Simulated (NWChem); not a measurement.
Molecule: ZnHSeBr; SMILES [SeH][Zn][Br]

```xyz
4

Zn     0.0367     0.0922     0.0002
Br    -0.1470    -2.1416    -0.0007
Se     0.2371     2.3668     0.0011
H     -1.2300     2.5068    -0.0082
```
Atoms are numbered in this order, from 1.

All runs: NWChem. Structure relaxed at the PBE0/def2-SVP level. Vzz is the largest principal value of the second derivative of the potential at the nucleus (NWChem prints the opposite sign); η is the asymmetry. Non-relativistic.

For level CAM-B3LYP/def2-TZVP:

* **Vzz Zn1 (a.u.)**: -1.909
* **Vzz Br2 (a.u.)**: 3.513
* **Vzz Se3 (a.u.)**: -4.190
* **η Se3**: 0.61

### Question
Estimate the same quantities for level Hartree-Fock/cc-pVTZ.

### Answer
| Property | Result |
|---|---|
| Vzz Zn1 (a.u.) | -2.418 |
| Vzz Br2 (a.u.) | 2.664 |
| Vzz Se3 (a.u.) | -3.578 |
| η Se3 | 0.95 |
